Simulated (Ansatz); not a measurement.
Calculated with Ansatz (gas phase, PBE0-D4/def2-TZVP geometries, no zero-point term in ΔE). CCSD(T)/CBS adds triple-zeta CCSD(T) − MP2 to the extrapolated MP2 energy (def2 sets, frozen cores). Functionals use def2-TZVPP. HSE06 is defined as in plane-wave codes. One conformer a species, not always the lowest.

Consider the redistribution: `CO[SiH2]S[SiH2]F` + `COCC[SiH3]` → `CO[SiH2]S[SiH2]OC` + `FCC[SiH3]`.

| level | ΔE (kJ/mol) | difference from CCSD(T)/CBS |
| --- | --- | --- |
| LDA (SPW92) | 64.0 | 1.0 |
| PBE-D4 | 59.9 | -3.1 |
| revPBE-D4 | 58.4 | -4.6 |
| BLYP-D4 | 55.3 | -7.7 |
| r2SCAN-D4 | 60.7 | -2.3 |
| PBE0-D4 | 59.5 | -3.5 |
| BHLYP-D4 | 55.0 | -8.0 |
| CAM-B3LYP-D4 | 57.2 | -5.8 |
| ωB97M-V | 58.7 | -4.3 |
| PBE-QIDH | 63.6 | 0.6 |
| PBE | 64.2 | 1.2 |
| HSE06 | 63.5 | 0.5 |
| BHLYP | 61.1 | -1.9 |
| CAM-B3LYP | 61.6 | -1.4 |
| SCS-MP2/def2-TZVPP | 62.7 | -0.3 |
| HF/CBS(def2) | 59.9 | -3.1 |
| CCSD(T)/CBS | 63.0 | 0 |

Largest T1 diagnostic among the species: 0.012.

Leaving LDA and LC-ωPBE aside and taking each functional with its dispersion term where it has one, the values spread over 8.5 kJ/mol, from BHLYP-D4 to PBE-QIDH. The D4 term adds −6.7 kJ/mol with B3LYP and −4.0 kJ/mol with PBE0; it sums over pairs of atoms, weighted by their polarisabilities, and B3LYP, whose exchange is more repulsive, gets the larger term. At CCSD(T), def2-SVP lies −6.7 kJ/mol from the extrapolated value and def2-TZVPP −2.0 kJ/mol.

CCSD(T)/CBS has its own doubt, a few kJ/mol and more with outer-core shells, so smaller differences from it don't rank the levels.

B3LYP here is the variant with VWN-RPA as its local correlation; programs differ in this.
